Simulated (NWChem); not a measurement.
System: C₅H₇O, doublet; SMILES O=C1[CH]CCC1

The following NWChem deck was run.

```
start job
memory heap 200 mb stack 900 mb global 1100 mb
geometry units angstroms noautosym nocenter noautoz
  O     -0.031613     2.160403     0.067898
  C     -0.034208     0.927000     0.010990
  C     -1.197709     0.056052     0.046823
  C     -0.812269    -1.371409    -0.102530
  C      0.711491    -1.388016     0.203127
  C      1.203637     0.023259    -0.159228
  H     -2.225904     0.443496     0.103750
  H     -1.405890    -2.060884     0.536350
  H     -1.011379    -1.709057    -1.151539
  H      0.858156    -1.568544     1.288088
  H      1.241566    -2.197129    -0.335482
  H      1.526385     0.089221    -1.222397
  H      2.048824     0.395033     0.452206
end
basis spherical
  * library 6-31g*
end
dft
  odft
  mult 2
  xc xpbe96 cpbe96
  iterations 150
end
property
  efieldgrad
end
task dft property
```

Output (shortened):

```
             Northwest Computational Chemistry Package (NWChem) 7.3.0
             --------------------------------------------------------

                             Geometry "geometry" -> ""
                             -------------------------

 Output coordinates in angstroms (scale by  1.889725989 to convert to a.u.)

  No.       Tag          Charge          X              Y              Z
 ---- ---------------- ---------- -------------- -------------- --------------
    1 O                    8.0000    -0.03161300     2.16040300     0.06789800
    2 C                    6.0000    -0.03420800     0.92700000     0.01099000
    3 C                    6.0000    -1.19770900     0.05605200     0.04682300
    4 C                    6.0000    -0.81226900    -1.37140900    -0.10253000
    5 C                    6.0000     0.71149100    -1.38801600     0.20312700
    6 C                    6.0000     1.20363700     0.02325900    -0.15922800
    7 H                    1.0000    -2.22590400     0.44349600     0.10375000
    8 H                    1.0000    -1.40589000    -2.06088400     0.53635000
    9 H                    1.0000    -1.01137900    -1.70905700    -1.15153900
   10 H                    1.0000     0.85815600    -1.56854400     1.28808800
   11 H                    1.0000     1.24156600    -2.19712900    -0.33548200
   12 H                    1.0000     1.52638500     0.08922100    -1.22239700
   13 H                    1.0000     2.04882400     0.39503300     0.45220600

 Effective nuclear repulsion energy (a.u.)     224.0160067733

  pbe96 is a nonlocal functional; adding pw91lda local functional.
                              NWChem Property Module
                              ----------------------

  itol2e modified to match energy
  convergence criterion.

                                 NWChem DFT Module
                                 -----------------

 Summary of "ao basis" -> "ao basis" (spherical)
 ------------------------------------------------------------------------------
       Tag                 Description            Shells   Functions and Types
 ---------------- ------------------------------  ------  ---------------------
 O                           6-31g*                  6       14   3s2p1d
 C                           6-31g*                  6       14   3s2p1d
 H                           6-31g*                  2        2   2s

  itol2e modified to match energy
  convergence criterion.

            General Information
            -------------------
          SCF calculation type: DFT
          Wavefunction type:  spin polarized.
          No. of atoms     :    13
          No. of electrons :    45
           Alpha electrons :    23
            Beta electrons :    22
          Charge           :     0
          Spin multiplicity:     2
          Use of symmetry is: off; symmetry adaption is: off
          Maximum number of iterations: 150
          AO basis - number of functions:    98
                     number of shells:    50
          Convergence on energy requested:  1.00D-07
          Convergence on density requested:  1.00D-05
          Convergence on gradient requested:  5.00D-04

              XC Information
              --------------
          PerdewBurkeErnzerhof Exchange Functional  1.000
            Perdew 1991 LDA Correlation Functional  1.000 local
           PerdewBurkeErnz. Correlation Functional  1.000 non-local

             Grid Information
             ----------------
          Grid used for XC integration:  fine
          Radial quadrature: Mura-Knowles
          Angular quadrature: Lebedev.
          Tag              B.-S. Rad. Rad. Pts. Rad. Cut. Ang. Pts.
          ---              ---------- --------- --------- ---------
          O                   0.60       70          11.0       590
          C                   0.70       70          10.0       590
          H                   0.35       60          11.0       590
          Grid pruning is: on
          Number of quadrature shells:   840
          Spatial weights used:  Erf1

[...]

          -----------------------
          Electric field gradient
          -----------------------

 1 a.u. = 0.324123 10**(16) esu/cm**3  ( or statvolts/cm**2 ) = 0.97174 10**(22) v/m**2

 ------------------------------------------------------------
   Atom      X         Y         Z
 ------------------------------------------------------------
    1 O   -0.05974   4.08257   0.12831
 ------------------------------------------------------------

 Electric field gradient in molecular frame (a.u.)
         XX             YY             ZZ             XY             XZ             YZ
 ------------------------------------------------------------------------------------------
        1.768883      -0.680871      -1.088011       0.028920      -0.303452       0.025788

 Principal components (a.u.) and orientation
 of principal axis w.r.t. absolute frame                      Asymmetry parameter eta
 --------------------------------------------------------------------------------------
        1.801033      -1.121753      -0.679280                       0.245677

        0.994484       0.104826      -0.003648
        0.010504      -0.064921       0.997835
       -0.104362       0.992369       0.065664

 ------------------------------------------------------------
   Atom      X         Y         Z
 ------------------------------------------------------------
    2 C   -0.06464   1.75178   0.02077
 ------------------------------------------------------------

 Electric field gradient in molecular frame (a.u.)
         XX             YY             ZZ             XY             XZ             YZ
 ------------------------------------------------------------------------------------------
        0.183362       0.159481      -0.342844       0.002221      -0.037390       0.024728

 Principal components (a.u.) and orientation
 of principal axis w.r.t. absolute frame                      Asymmetry parameter eta
 --------------------------------------------------------------------------------------
       -0.346704       0.186015       0.160690                       0.073044

        0.070483       0.997398      -0.015113
       -0.048981       0.018593       0.998627
        0.996310      -0.069646       0.050164

 ------------------------------------------------------------
   Atom      X         Y         Z
 ------------------------------------------------------------
    3 C   -2.26334   0.10592   0.08848
 ------------------------------------------------------------

 Electric field gradient in molecular frame (a.u.)
         XX             YY             ZZ             XY             XZ             YZ
 ------------------------------------------------------------------------------------------
        0.140221       0.141218      -0.281439       0.017018      -0.009769       0.035803

 Principal components (a.u.) and orientation
 of principal axis w.r.t. absolute frame                      Asymmetry parameter eta
 --------------------------------------------------------------------------------------
       -0.284744       0.158612       0.126131                       0.114071

        0.026291       0.665230       0.746175
       -0.084771       0.745228      -0.661399
        0.996054       0.045865      -0.075985

 ------------------------------------------------------------
   Atom      X         Y         Z
 ------------------------------------------------------------
    4 C   -1.53497  -2.59159  -0.19375
 ------------------------------------------------------------

 Electric field gradient in molecular frame (a.u.)
         XX             YY             ZZ             XY             XZ             YZ
 ------------------------------------------------------------------------------------------
       -0.001510       0.006010      -0.004501       0.018212      -0.014668      -0.004054

 Principal components (a.u.) and orientation
 of principal axis w.r.t. absolute frame                      Asymmetry parameter eta
 --------------------------------------------------------------------------------------
        0.026181      -0.021951      -0.004231                       0.676807

        0.641534       0.743508      -0.188757
        0.658359      -0.407379       0.632934
       -0.393696       0.530318       0.750844

 ------------------------------------------------------------
   Atom      X         Y         Z
 ------------------------------------------------------------
    5 C    1.34452  -2.62297   0.38385
 ------------------------------------------------------------

 Electric field gradient in molecular frame (a.u.)
         XX             YY             ZZ             XY             XZ             YZ
 ------------------------------------------------------------------------------------------
       -0.057877       0.005227       0.052650      -0.028090      -0.017452       0.016406

 Principal components (a.u.) and orientation
 of principal axis w.r.t. absolute frame                      Asymmetry parameter eta
 --------------------------------------------------------------------------------------
       -0.069509       0.063280       0.006230                       0.820755

        0.938624      -0.214305      -0.270294
        0.333170       0.360271       0.871322
        0.089350       0.907897      -0.409559

 ------------------------------------------------------------
   Atom      X         Y         Z
 ------------------------------------------------------------
    6 C    2.27454   0.04395  -0.30090
 ------------------------------------------------------------

 Electric field gradient in molecular frame (a.u.)
         XX             YY             ZZ             XY             XZ             YZ
 ------------------------------------------------------------------------------------------
        0.012064      -0.021671       0.009607      -0.001200       0.006813       0.024393

[...]
```

Level: PBE/6-31G* (spherical d), spin-unrestricted. The geometry was optimised at PBE-D3(BJ)/def2-SVP, spin-unrestricted. No stability test was run on the SCF state. NWChem prints the field gradient with the sign opposite to the second derivative of the potential.
